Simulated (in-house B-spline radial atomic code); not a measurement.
A calculation on As III (As2+): its settings, and results tabulated from the run. Computed with a B-spline radial code for spherical atoms: non-relativistic LC-wPBE, spin-polarised, spherical fractional occupations, exact exchange averaged over the configuration, point nucleus.

Command:
```bash
python run_scf.py task.json out
```
Settings:
```
Z                33
configuration    [Ar] 3d10 4s2 4p1
hamiltonian      nr
method           lc_wpbe
spin_polarised   True
exact_exchange   averaged over the configuration
```

Output (hartree, bohr):
```
 radial grid: 53 intervals, B-splines of order 8, outer radius 38.5185 bohr

 iter        energy (Eh)    residual
    1       -2233.394326    4.21e-01
    2       -2233.776074    1.94e-01
    3       -2234.507583    1.68e-02
    4       -2234.508579    7.57e-03
    5       -2234.508892    9.82e-04
    6       -2234.508900    1.81e-04
    7       -2234.508901    1.10e-04
    8       -2234.508901    7.98e-06
    9       -2234.508901    4.95e-07
   10       -2234.508901    9.97e-08

 total energy                     -2234.50890
 kinetic                            2233.0917
 electron-nucleus                  -5321.6217
 Hartree                             935.9691
 exact exchange                       -6.5799
 exchange-correlation                -75.3682

 orbital      occ     eigenvalue          <r>       <r^2>       <1/r>     <1/r^2>       <r^4>       r_max
 1s up      1.000      -425.1047    0.0463753  0.00288068     32.5054     2124.48  2.1097e-05     0.03061
 1s down    1.000      -425.1027    0.0463751  0.00288066     32.5055     2124.49 2.10968e-05     0.03061
 2s up      1.000       -54.1851     0.206645   0.0502838     7.16381     209.604  0.00435917      0.1736
 2s down    1.000       -54.1844     0.206643   0.0502829     7.16376       209.6  0.00435892      0.1736
 2p up      3.000       -48.5524     0.178797    0.039088     7.13596     69.4583  0.00305708      0.1379
 2p down    3.000       -48.5508     0.178799   0.0390884     7.13586     69.4563  0.00305706      0.1379
 3s up      1.000        -7.7717     0.608985    0.427186     2.32814     33.3289    0.292683       0.531
 3s down    1.000        -7.7689     0.608859    0.426935     2.32833     33.3305    0.292027      0.5311
 3p up      3.000        -5.8684     0.622158     0.45478     2.20741     10.6066    0.356774      0.5252
 3p down    3.000        -5.8652     0.621956    0.454366     2.20775     10.6086     0.35557      0.5253
 3d up      5.000        -2.5236     0.673148    0.570841     1.91538     4.86096    0.751271      0.4765
 3d down    5.000        -2.5187     0.670932    0.565873     1.91878     4.87375    0.730897      0.4765
 4s up      1.000        -1.3985      1.84214     3.85218    0.710595     3.71357     22.9654       1.601
 4s down    1.000        -1.3380      1.83045     3.80978    0.717713     3.81749     22.6034       1.585
 4p up      1.000        -1.0108      2.13512      5.2065    0.606278     1.04948     43.0058       1.834
```

Run time, properties included: 1.2 s on 1 thread of Intel(R) Xeon(R) 6975P-C, with other jobs on the host.
